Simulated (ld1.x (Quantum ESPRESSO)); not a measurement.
# Scattering properties, RRKJ potential for arsenic (As)

- Element: arsenic (As)
- Generator: ld1.x (Quantum ESPRESSO) 7.5
- Type: norm-conserving RRKJ (Kleinman–Bylander form)
- Functional: PBE
- Relativity: fully relativistic
- Frozen core: [Ar] 3d10
- Valence charge: 5
- Reference configuration: 4s2 4p3
- Partial waves: 4s (bound): rc 1.80 bohr; 4p (bound): rc 1.35 bohr
- Local potential: all-electron potential smoothed inside 1.05 bohr (lloc = -2)
- Core correction: a·sin(br)/r model core, default radius (core density twice the valence density)
- rho0: 0.01

Open shells are filled in proportion to 2j + 1 (rel_dist='average').

The phase is arctan(r·u′/u) with u = r·R(r), unwrapped; energies in Ry, scanned from -3 to 5 Ry. A pole is an energy at which the radial function vanishes at the test radius. The pseudo phase is shifted by a multiple of π to meet the all-electron one at the reference energy, and phase errors are pseudo minus all-electron; the curves can meet again beyond the range given. Levels narrower than the energy grid can be missing from the lists of poles.

```
channel  radius (bohr)  reference energy (Ry)  poles, all-electron  poles, pseudo  unbroken range about the reference energy with phases within 0.05 rad  phase error 1 Ry above the reference energy (rad)
      s           1.96                  -1.07                 1.73     0.57, 2.27                                                              below 0.3                                             -0.020
   p1/2           1.96                  -0.40                 3.25           2.63                                                              below 2.6                                             -0.013
   p3/2           1.96                  -0.38                 3.39           2.63                                                              below 2.3                                             -0.015
```

Phases in the s channel:

| E (Ry) | all-electron | pseudo |
| --- | --- | --- |
| -3.00 | 1.066 | 1.060 |
| -2.76 | 1.008 | 1.001 |
| -2.52 | 0.930 | 0.923 |
| -2.28 | 0.824 | 0.816 |
| -2.04 | 0.673 | 0.664 |
| -1.80 | 0.452 | 0.443 |
| -1.56 | 0.138 | 0.132 |
| -1.32 | -0.243 | -0.245 |
| -1.08 | -0.601 | -0.601 |
| -0.84 | -0.872 | -0.873 |
| -0.60 | -1.059 | -1.064 |
| -0.36 | -1.188 | -1.198 |
| -0.12 | -1.281 | -1.298 |
| 0.12 | -1.349 | -1.379 |
| 0.36 | -1.403 | -1.459 |
| 0.60 | -1.445 | -1.597 |
| 0.84 | -1.480 | -4.162 |
| 1.08 | -1.509 | -4.536 |
| 1.32 | -1.535 | -4.604 |
| 1.56 | -1.557 | -4.643 |
| 1.80 | -1.577 | -4.671 |
| 2.04 | -1.595 | -4.694 |
| 2.28 | -1.612 | -4.713 |
| 2.52 | -1.628 | -4.731 |
| 2.76 | -1.643 | -4.747 |
| 3.00 | -1.658 | -4.762 |
| 3.24 | -1.673 | -4.777 |
| 3.48 | -1.688 | -4.790 |
| 3.72 | -1.702 | -4.804 |
| 3.96 | -1.718 | -4.817 |
| 4.20 | -1.734 | -4.831 |
| 4.44 | -1.751 | -4.845 |
| 4.68 | -1.769 | -4.859 |
| 4.92 | -1.789 | -4.875 |
